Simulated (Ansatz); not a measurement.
Correlation energies of C$_{4}$H$_{12}$S$_{4}$Sn (`C[S][Sn]([S]C)([S]C)[S]C`) by basis set

```xyz
21

C     1.035   -2.959   -0.615
S     0.562   -2.130    0.934
Sn    0.002   -0.002    0.000
S    -1.740   -0.208   -1.624
C    -3.002   -0.936   -0.535
S     1.873    0.957   -1.139
C     3.015    1.014    0.275
S    -0.687    1.375    1.828
C    -1.050    2.881    0.875
H     1.324   -3.974   -0.343
H     1.882   -2.460   -1.085
H     0.198   -3.000   -1.311
H    -3.253   -0.261    0.283
H    -2.672   -1.894   -0.135
H    -3.886   -1.092   -1.152
H     3.216    0.014    0.660
H     2.624    1.644    1.073
H     3.944    1.446   -0.098
H    -0.158    3.252    0.370
H    -1.839    2.705    0.145
H    -1.389    3.626    1.595
```

Total charge 0; spin multiplicity 1. Correlated methods include outer-core shells of Sn, which these sets cover unevenly. Sn takes the def2 core potential. The geometry is a stationary point of PBE0-D4/def2-TZVP. It is one conformer, not always the lowest. Frozen core, restricted reference, Ansatz.

| basis | HF (Eh) | MP2 corr. |
| --- | --- | --- |
| def2-SVP | -1961.40444 | -1.20814 |
| def2-TZVPP | -1962.14735 | -1.73894 |
| def2-QZVPP | -1962.20131 | -2.06354 |

Problem. Estimate the CCSD correlation energy and the (T) correction in each basis where they were run (hartree).

Solution. 
| basis | CCSD corr. | (T) |
| --- | --- | --- |
| def2-SVP | -1.32090 | -0.04342 |
| def2-TZVPP | -1.82868 | -0.08243 |
